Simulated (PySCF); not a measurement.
CH7BOP2, SMILES COB(P)P.

The structure is a stationary point at B3LYP-D3(BJ)/def2-SVP. The structure was generated by enumeration, and PubChem lists no compound with its InChIKey, so it may never have been made. Other conformers were not sampled.

All values below come from PBE/def2-TZVP (PySCF).

Computed frontier levels, gap, dipole moment and polarisability:
```
Item                                                                                                             Value
---------------------------------------------------------------------------------------------  -----------------------
highest occupied level                                                                                        -5.75 eV
lowest empty level                                                                                            -1.64 eV
orbital gap                                                                                                    4.12 eV
dipole moment                                                                                                   2.18 D
quadrupole, principal values (traceless, Buckingham form, about the centre of nuclear charge)   -5.08, -2.27, 7.35 D·Å
mean static polarisability                                                                       87.8 bohr³ (13.01 Å³)
polarisability, principal values                                                               66.2, 90.7, 106.6 bohr³
```
